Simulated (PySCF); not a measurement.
SMILES [SiH3]c1cccc([SeH])c1, GFN2-xTB optimised geometry.

```
16

Si    -2.14    -1.93     0.00
C     -1.16    -0.31     0.00
C     -1.82     0.91     0.00
C     -1.12     2.10     0.00
C      0.26     2.09     0.00
C      0.93     0.88     0.00
Se     2.86     0.90     0.00
C      0.23    -0.31     0.00
H     -2.99    -1.97     1.20
H     -2.98    -1.97    -1.20
H     -1.20    -3.05     0.00
H     -2.90     0.93     0.00
H     -1.65     3.05     0.00
H      0.82     3.02     0.00
H      2.99    -0.54     0.00
H      0.76    -1.25     0.00
```

Density from CAM-B3LYP/def2-TZVP (PySCF 2.14.0) at that geometry.

Minimum of the electron density along straight lines between bonded atoms, close to the bond critical point (lines longer than 1.1 times the sum of covalent radii, or with two minima, are not listed):

```tsv
bond	length / Å	ρ at the minimum / e bohr⁻³	∇²ρ there / e bohr⁻⁵	position (fraction from the first atom)
Si1–C2	1.890	0.119	0.18	0.39
C2–C3	1.393	0.318	-0.94	0.50
C3–C4	1.383	0.325	-0.98	0.50
C4–C5	1.383	0.325	-0.98	0.50
C5–C6	1.388	0.322	-0.96	0.49
C6–Se7	1.921	___	___	0.49
C2–C8	1.389	0.320	-0.94	0.50
C6–C8	1.386	0.323	-0.96	0.51
Si1–H9	1.464	0.125	0.17	0.49
Si1–H10	1.464	0.125	0.17	0.49
Si1–H11	1.463	0.126	0.17	0.49
C3–H12	1.081	0.289	-1.04	0.64
C4–H13	1.081	0.289	-1.04	0.65
C5–H14	1.082	0.288	-1.04	0.65
Se7–H15	1.447	0.185	___	0.62
C8–H16	1.083	0.288	-1.03	0.65
```

Fill in the missing entries.


- C6–Se7, ρ at the minimum / e bohr⁻³: 0.159
- C6–Se7, ∇²ρ there / e bohr⁻⁵: -0.19
- Se7–H15, ∇²ρ there / e bohr⁻⁵: -0.34
